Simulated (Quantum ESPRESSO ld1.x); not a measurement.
Values are calculated unless marked as measured or tabulated.
All-electron atom: the europium ion Eu43+ in [Ar] 3d2. Level of theory: scalar-relativistic Kohn-Sham, LDA (Slater exchange, Perdew-Zunger correlation), spin-polarised, spherical densities, point nucleus; open shells are filled with parallel spins first (ld1.x of Quantum ESPRESSO 7.5). Some entries of the table are withheld. Estimate them.

orbital  occ.  eigenvalue (hartree)  <r> (bohr)  <r^2> (bohr^2)
1s up       1              -1868.84     0.02233       0.0006800
1s down     1              -1868.83     0.02233       0.0006800
2s up       1              -382.423     0.09448         0.01052
2s down     1              -382.077     0.09443         0.01051
2p up       3              -351.273     0.08321        0.008430
2p down     3              -351.000     0.08315        0.008418
3s up       1              -142.548      0.2337         0.06218
3s down     1              -142.180      0.2339         0.06232
3p up       3              -132.983      0.2286         0.06033
3p down     3              -132.604      0.2289         0.06049
3d up       2                   (1)      0.2026         0.04749
3d down     0                   (2)      0.2030         0.04767

Answer. 
(1) 3d up eigenvalue (hartree): -122.210
(2) 3d down eigenvalue (hartree): -121.738
